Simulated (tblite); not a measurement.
C₂H₇N, charge +1, doublet, geometry from GFN2-xTB (a state made from the parent by changing its charge; the spin is typed, not shown lowest); tblite with GFN1-xTB.

The tblite input:
```
$ tblite run mol.xyz --method gfn1 --charge 1 --spin 1 --etemp 2000 --json tblite.json --no-restart

# file mol.xyz
10

C      1.21345303     0.27761551     0.17430656
N      0.03751869    -0.26276197    -0.35002414
C     -1.24784022    -0.03678500     0.14650277
H      1.92869828    -0.51779860     0.43796710
H      1.01682614     0.90235343     1.04484140
H      1.75201387     0.86309442    -0.58857406
H      0.12435315    -0.87090672    -1.16013127
H     -1.73453079    -0.98553706     0.42546873
H     -1.90726403     0.36768397    -0.63793418
H     -1.23640431     0.63546126     1.00367526
```

Question: Write the output that tblite gives for this input, abridged.

Answer: 
```
xTB calculator
 | screened Coulomb repulsion
 | Coulomb electrostatics
 |  * isotropic Klopman-Ohno-Mataga-Nishimoto electrostatics
 |  * onsite third-order electrostatics
 | DFT-D3(BJ) dispersion correction

halogen bonding energy    0.0000000000000E+00 Eh
repulsion energy          1.4260040072230E-01 Eh
dispersion energy        -2.1601486195137E-03 Eh
number of electrons       1.9000000000000E+01 e
integral cutoff           1.9731147476801E+01 bohr

------------------------------------------------------------
  cycle        total energy    energy error   density error
------------------------------------------------------------
      1     -10.65731896508  -1.0797759E+01   4.9370059E-01
      2     -10.67128159906  -1.3962634E-02   2.8630169E-01
      3     -10.67162031158  -3.3871252E-04   3.7481384E-02
      4     -10.67167600290  -5.5691318E-05   4.3268352E-03
      5     -10.67168833356  -1.2330660E-05   9.8562565E-04
      6     -10.67168874658  -4.1302731E-07   7.3389026E-05
      7     -10.67168875035  -3.7678660E-09   1.2511050E-05
------------------------------------------------------------

electronic energy        -1.0812129002455E+01 Eh
total energy             -1.0671688750352E+01 Eh

Post processing:
 | Mayer-Wiberg bond orders

[Info] JSON dump of results written to 'tblite.json'
```
